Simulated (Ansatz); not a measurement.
System: C4H3OSe, charge 0, multiplicity 2. It need not be the lowest isomer of its formula. SMILES: Oc1[c]cc[se]1
Coordinates optimised at B3LYP-D3(BJ)/def2-TZVP (Ansatz, an electronic-structure program):
```xyz
9

O      2.1800     0.5512    -0.7793
C      0.8920     0.6234    -0.3747
C      0.0459     1.6526    -0.4330
C     -1.3056     1.5023    -0.0433
C     -1.5995     0.2429     0.3707
Se    -0.1105    -0.9028     0.2532
H      2.6857    -0.0221    -0.1919
H     -2.0259     2.3078    -0.0508
H     -2.5380    -0.1275     0.7501
```
Charge 0, spin multiplicity 2.

Parts of the frozen-core correlation energy in cc-pVTZ (Ansatz, hartree). Frozen orbitals: 19; correlated occupied orbitals by spin: 16 and 15; virtual: 200 and 201. UHF or UKS for open shells. No spin-orbit coupling. Non-relativistic.

| term | value |
|---|---|
| reference (HF) | -2627.94132 |
| MP2 opposite-spin | [?] |
| MP2 same-spin | -0.25015 |
| CCSD correlation | [?] |
| (T) | [?] |
| T1 diagnostic | 0.043 |
| largest doubles amplitude | 0.053 |
| <S^2> of the reference | 1.199 |

Q: What belongs in the gaps?

A: 
- MP2 opposite-spin, value: -0.70366
- CCSD correlation, value: -1.00130
- (T), value: -0.05370
